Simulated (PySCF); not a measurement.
**Bond length, frequency and bond energy of KSe⁺ by level of theory**

State: ³Σ⁻ (triplet), unpaired electrons π ↑↑. Set-up: basis K def2-SVP, Se def2-SVP; no relativity; PySCF 2.14. De refers to K⁺ + Se in their high-spin ground configurations, without counterpoise correction. The functionals are run spin-unrestricted. A positive dipole points towards Se; it is taken about the centre of mass and depends on that origin.

```tsv
Level	Re (Å)	ωe (cm⁻¹)	De (eV)	μ (D)
UHF	3.613	82.4	0.346	-10.35
UHF-MP2	3.556	88.7	0.397	n/a
UHF-SCS-MP2	3.570	87.6	0.389	n/a
UHF-CCSD	3.566	88.4	0.397	n/a
UHF-CCSD(T)	3.565	88.7	0.402	n/a
PBE	3.499	89.7	0.441	-9.61
revPBE	3.577	82.9	0.401	-9.89
r²SCAN	3.522	87.1	0.378	-9.91
TPSSh	3.519	86.3	0.394	-9.82
B3LYP	3.513	88.6	0.414	-9.73
PBE0	3.490	89.8	0.408	-9.73
```

Problem. Which functional lies closest to UHF-CCSD(T) in De, which farthest, and by how much do they differ from it?

Solution. Closest is revPBE (+1.2 pm in Re, -6.5 % in ωe, -0.00 eV in De against UHF-CCSD(T) in the same basis), farthest PBE (-6.6 pm in Re, +1.1 % in ωe, +0.04 eV in De). CCSD(T) converges more slowly with the basis than the functionals do and binds too weakly in this one, so the order can change at the basis-set limit.

Problem. What does a quarter of exact exchange do here, going from PBE to PBE0?

Solution. PBE0 less PBE: -0.9 pm in Re, +0.1 % in ωe, -0.03 eV in De. Exact exchange removes part of the self-interaction that spreads semilocal densities, and in most molecules shortens and stiffens the bond and lowers De; so it does here.

Problem. What does the step from GGA to meta-GGA do here, going from PBE to r²SCAN?

Solution. r²SCAN less PBE: +2.3 pm in Re, -2.9 % in ωe, -0.06 eV in De. 

Correlated steps freeze 14 core orbitals. Correlated levels converge slowly with the basis: in double zeta they bind strong bonds too weakly, by up to about 1 eV, and carry superposition errors of some tenths. Spin–orbit coupling is left out. For an ion De counts to the pair picked by the measured ionisation energies or electron affinities, which need not be the lowest pair at this level. The state was picked by a PBE0 search and need not be the measured ground state.
